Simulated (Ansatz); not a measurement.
Consider the substitution at a C–O bond: `COB(C)F` + `C[NH][AlH][NH2]` → `C[N](C)[AlH][NH2]` + `CB(O)F`.

Program: Ansatz. Geometries: PBE0-D4/def2-TZVP. ΔE: electronic, gas phase. CCSD(T)/CBS adds triple-zeta CCSD(T) − MP2 to the extrapolated MP2 energy (def2 sets, frozen cores). DFT in def2-TZVPP. One conformer a species, not always the lowest.

Question: Is it downhill or uphill in electronic energy at CCSD(T)/CBS, and by how much? (An estimate is asked.)

Answer: The calculation gave: Downhill: ΔE = -7.6 kcal/mol.

Question: What do these levels give: LDA (SPW92), r2SCAN-D4, r2SCANh-D4, MP2/def2-SVP, HF/CBS(def2), CCSD/CBS(def2)? (An estimate is asked.)

Answer: Ansatz gave: LDA (SPW92) -8.7, r2SCAN-D4 -7.4, r2SCANh-D4 -7.5, MP2/def2-SVP -10.1, HF/CBS(def2) -4.9, CCSD/CBS(def2) -7.2 kcal/mol.

Largest T1 diagnostic among the species: 0.012.

In def2-TZVPP, CCSD(T) changes the Hartree–Fock value by −2.8 kcal/mol (the triples alone add −0.4 kcal/mol) and MP2 by −3.9 kcal/mol. At CCSD(T), def2-SVP lies −1.5 kcal/mol from the extrapolated value and def2-TZVPP −0.3 kcal/mol. Leaving LDA and LC-ωPBE aside and taking each functional with its dispersion term where it has one, the values, not all of them listed here, spread over 1.5 kcal/mol, from revPBE-D4 to CAM-B3LYP-D4. LDA lies −1.2 kcal/mol from PBE without D4.
